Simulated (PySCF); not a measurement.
Excitations are Tamm–Dancoff values on a coarser integration grid. The basis has no diffuse functions, so Rydberg states are missing or too high.

Cartesian coordinates (Å):
SMILES: C=[SiH]CF
```xyz
9

C      1.7155    -0.3248     0.2797
Si     0.3320     0.5939    -0.0742
C     -1.3987    -0.1572    -0.0952
F     -2.0451     0.1343    -1.2918
H      1.6685    -1.3908     0.4723
H      2.7050     0.1148     0.3282
H      0.3741     2.0456    -0.3539
H     -2.0173     0.2283     0.7217
H     -1.3340    -1.2441     0.0133
```
Charge 0, multiplicity 1.

### Question
What S1–T1 gap (TDA), LUMO, HOMO–LUMO gap, total energy, T1 excitation (TDA), dipole moment, brightest of the four lowest singlets (TDA) and S1 excitation (TDA) does PBE-D3(BJ)/def2-TZVP // PBE0-D3(BJ)/def2-TZVP run with PySCF 2.14.0 give?

### Answer

```yaml
S1–T1 gap (TDA): 2.68 eV
LUMO: -2.07 eV
HOMO–LUMO gap: 3.62 eV
total_energy: -468.2231 Ha
T1 excitation (TDA): 2.75 eV
dipole_moment: 1.19 D
brightest of the four lowest singlets (TDA): 5.43 eV
S1 excitation (TDA): 5.43 eV
```
